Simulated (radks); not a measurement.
Values are calculated unless marked as measured or tabulated.
Problem. Valence configurations of the strontium ion Sr+ (all share [Kr]). Code: a radial shooting solver on a logarithmic mesh with Libxc functionals. Model: scalar-relativistic Kohn-Sham, PBE, spin-polarised, spherical densities, finite nucleus; open shells are filled with parallel spins first (spin-orbit coupling, left out, can overturn this in heavy ions); Fermi nuclear charge, rms radius 4.224 fm. Order these by energy: 5s0.5 5p0.5; 4d0.5 5s0.5; 4d1; 5s1; 5p1.

Solution. From the lowest, in eV above it: 5s1 0.000; 4d0.5 5s0.5 0.863; 5s0.5 5p0.5 1.486; 4d1 1.789; 5p1 2.955. NIST lists [Kr] 5s1 as the ground configuration; this level of theory agrees among the configurations tried. The energies are those of spherical high-spin densities, not of single terms.
